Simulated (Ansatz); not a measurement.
Isolated molecules relaxed with PBE0-D4/def2-TZVP in Ansatz; ΔE leaves out vibrations. CCSD(T)/CBS adds triple-zeta CCSD(T) − MP2 to the extrapolated MP2 energy (def2 sets, frozen cores). This one scheme is used for every species. Functionals use def2-TZVPP. For Ge outer-core shells are correlated without core-valence functions, which leaves a few kJ/mol of doubt a bond. Scalar relativity is left out up to krypton. Each species was taken in one conformer, which may not be the lowest.

`[OH][GeH2][GeH3]` + NH₃ → `[NH2][GeH2][OH]` + GeH₄  (cleavage of the Ge–Ge bond)

`[OH][GeH2][GeH3]`:

Cartesian coordinates in Å:
```
O -1.490 0.603 1.436
Ge -0.161 1.001 0.307
Ge 0.787 -1.036 -0.620
H -2.237 0.194 0.993
H -0.701 1.918 -0.814
H 0.840 1.771 1.180
H 1.877 -0.702 -1.652
H -0.316 -1.847 -1.323
H 1.400 -1.901 0.492
```

NH₃:

```xyz
4

N    -0.143    0.112   -0.215
H     0.257    0.826    0.381
H    -0.734   -0.467    0.370
H     0.620   -0.471   -0.535
```

`[NH2][GeH2][OH]`:

Z-matrix (Å, degrees):
```
Ge
O 1 1.780
N 1 1.819 2 104.8
H 1 1.538 2 111.2 3 -115.1
H 1 1.549 2 106.5 3 123.0
H 2 0.959 1 112.2 3 -147.4
H 3 1.009 1 115.8 2 -150.0
H 3 1.009 1 117.0 2 77.3
```

GeH₄:

```xyz
5

Ge    0.000    0.000    0.000
H     0.225    0.908   -1.216
H     1.307   -0.726    0.345
H    -1.087   -1.032   -0.327
H    -0.445    0.850    1.197
```

(1) Is it downhill or uphill in electronic energy at CCSD(T)/CBS, and by how much? (An estimate is asked.)

(2) What do these levels give: PBE-D4, revPBE-D4, B97M-V, r2SCAN0-D4, BLYP, LC-ωPBE? (An estimate is asked.)

Largest T1 diagnostic among the species: 0.012.

Results:

(1) The calculation gave: Uphill: ΔE = +3.8 kcal/mol.

(2) Computed: PBE-D4 6.6, revPBE-D4 5.8, B97M-V 2.6, r2SCAN0-D4 4.3, BLYP 5.1, LC-ωPBE 3.0 kcal/mol.

In def2-TZVPP, CCSD(T) changes the Hartree–Fock value by +3.1 kcal/mol (the triples alone add +0.2 kcal/mol) and MP2 by +2.7 kcal/mol. From PBE to PBE0 (25 % exact exchange), in def2-TZVPP and without D4, ΔE moves by −1.0 kcal/mol.
